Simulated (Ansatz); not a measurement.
H₂O₂Y, SMILES [OH][Y][OH] (connectivity only; charge and spin as stated), neutral, multiplicity 2.

Geometry optimised at r2SCAN-D4/def2-TZVP. The def2 effective core potentials stand for the cores of Y; spin–orbit coupling is left out. One conformer was computed; it need not be the lowest.

Two levels are set side by side: PBE/def2-TZVPD (Ansatz, a first-principles code) and PBE0/def2-TZVPD (Ansatz). Energy differences of separate SCF runs at the same geometry; the states with an electron removed or added have multiplicity 1 and 1. Differences are taken from unrounded values.

| quantity | PBE0 |
|---|---|
| vertical ionisation energy (eV) | 5.75 |
| vertical electron affinity (eV) | 0.57 |

What does PBE give, and how far is it from PBE0? (An estimate is asked for; the answer gives what the named calculation found.)


```tsv
quantity	PBE	PBE minus PBE0
vertical ionisation energy (eV)	5.74	-0.01
vertical electron affinity (eV)	0.63	0.06
```
